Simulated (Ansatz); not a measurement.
Calculated with Ansatz (gas phase, PBE0-D4/def2-TZVP geometries, no zero-point term in ΔE). CBS: MP2 limit from def2 TZ/QZ plus the TZ coupled-cluster correction, frozen cores. This one scheme is used for every species. Functionals use def2-TZVPP. B3LYP here is the variant with VWN-RPA as its local correlation; programs differ in this. Each species was taken in one conformer, which may not be the lowest.

`CC(F)[SiH2]N` + H₂ → `N[SiH2]CF` + CH₄  (hydrogenolysis of a C–C bond)

```
level  ΔE (kJ/mol)
  PBE        -59.6
B3LYP        -67.7
```

Problem. What does CCSD(T)/CBS give? (An estimate is asked.)

Solution. Computed: -54.8 kJ/mol. The listed levels differ from it by -4.8, -12.9 kJ/mol.

Largest T1 diagnostic among the species: 0.011.

In def2-TZVPP, CCSD(T) changes the Hartree–Fock value by +19.6 kJ/mol (the triples alone add +4.0 kJ/mol) and MP2 by +22.6 kJ/mol. The D4 term adds +9.2 kJ/mol with B3LYP and +5.1 kJ/mol with PBE0; it sums over pairs of atoms, weighted by their polarisabilities, and B3LYP, whose exchange is more repulsive, gets the larger term.
